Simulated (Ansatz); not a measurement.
Ansatz (a program for electronic structure) input (RI-MP2/cc-pVTZ):
A basis named .json is the Basis Set Exchange file of that set.

Ansatz 0.2 input:
```yaml
crystal:
  periodic: [false, false, false]
  atoms:
    - {symbol: C, position_ang: [-1.90075495, 0.29902125, 0.01157465]}
    - {symbol: C, position_ang: [-1.05964596, -0.55464905, 0.52081191]}
    - {symbol: C, position_ang: [0.39585359, -0.82121586, 0.53875355]}
    - {symbol: C, position_ang: [1.13716603, 0.16544316, -0.25245602]}
    - {symbol: N, position_ang: [1.67288936, 0.96265292, -0.88426463]}
    - {symbol: H, position_ang: [-2.96872122, 0.23020595, 0.18694617]}
    - {symbol: H, position_ang: [-1.55907494, 1.12373960, -0.61690052]}
    - {symbol: H, position_ang: [0.60685723, -1.81895025, 0.14297134]}
    - {symbol: H, position_ang: [0.77500114, -0.80516275, 1.56473087]}
basis:
  gaussian:
    orbitals: cc-pVTZ
    fitting: {mean_field: def2-universal-jkfit, correlation: cc-pVTZ-RIFIT.json}
magnetization: {spin_polarized: true, initial_magnetization: 1}
correlation: {method: mp2, electrons: outside_noble_gas}
```

End of the output:

```
integrals: 0.18 GiB planned
449 factors; integrals over basis functions are off by at most 9.5e-1 eV
525 factors; integrals over basis functions are off by at most 6.9e-1 eV
mean field: 0.63 GiB planned
mean field evaluation 1: about -5661.7675 eV, gradient 2.7e1 eV
mean field evaluation 2: about -5664.5791 eV, gradient 1.9e1 eV
mean field evaluation 4: about -5666.1666 eV, gradient 1.8e0 eV
mean field evaluation 8: about -5666.2548 eV, gradient 5.0e-1 eV
mean field evaluation 16: about -5666.2864 eV, gradient 2.6e-1 eV
mean field -5666.29319452 eV, -208.2324341471 hartree, gradient 1.5e-6 eV, S^2 0.922789; 2 other end points of the search recorded, 0 dependent functions left out
5 core orbitals not correlated
reference -5666.29319452 eV, -208.2324341471 hartree; 13, 12 occupied and 188, 189 virtual orbitals, 525 factors
second order -21.16892902 eV of doubles, -0.00000000 eV of singles
Total energy: -5687.46212354 eV, -209.0103779397 hartree
```

It need not be the lowest isomer of its formula.

The determinant is spin-contaminated: <S^2> is 0.92 against 0.75 for a pure state.
